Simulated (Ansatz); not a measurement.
Calculated with Ansatz (gas phase, PBE0-D4/def2-TZVP geometries, no zero-point term in ΔE). CCSD(T)/CBS is the MP2 limit (def2-TZVPP, def2-QZVPP) plus CCSD(T) − MP2 in def2-TZVPP, frozen cores. This one scheme is used for every species. DFT in def2-TZVPP. One conformer a species, not always the lowest.

Consider the cleavage of the B–B bond: `OBBS` + `O[SiH3]` → `[SiH3]OBS` + `BO`.

**Question.** Is it downhill or uphill in electronic energy at CCSD(T)/CBS, and by how much? (Best estimate.)

**Answer.** Ansatz gave: Downhill: ΔE = -138.0 kJ/mol.

**Question.** What do these levels give: BLYP-D4, r2SCAN-D4, BHLYP-D4, r2SCANh, r2SCAN0, BHLYP, CAM-B3LYP, LC-ωPBE, CCSD/def2-SVP, SCS-MP2/def2-TZVPP, HF/CBS(def2), CCSD/CBS(def2)? (Estimate.)

**Answer.** Computed: BLYP-D4 -140.1, r2SCAN-D4 -136.5, BHLYP-D4 -148.4, r2SCANh -136.7, r2SCAN0 -137.8, BHLYP -144.6, CAM-B3LYP -142.3, LC-ωPBE -131.3, CCSD/def2-SVP -152.4, SCS-MP2/def2-TZVPP -144.5, HF/CBS(def2) -152.9, CCSD/CBS(def2) -138.4 kJ/mol.

Largest T1 diagnostic among the species: 0.016.

Leaving LDA and LC-ωPBE aside and taking each functional with its dispersion term where it has one, the values, not all of them listed here, spread over 21.0 kJ/mol, from BHLYP-D4 to revPBE-D4. LDA lies −8.1 kJ/mol from PBE without D4. The D4 term adds −4.2 kJ/mol with B3LYP and −2.3 kJ/mol with PBE0; it sums over pairs of atoms, weighted by their polarisabilities, and B3LYP, whose exchange is more repulsive, gets the larger term.

B3LYP here is the variant with VWN-RPA as its local correlation; programs differ in this.
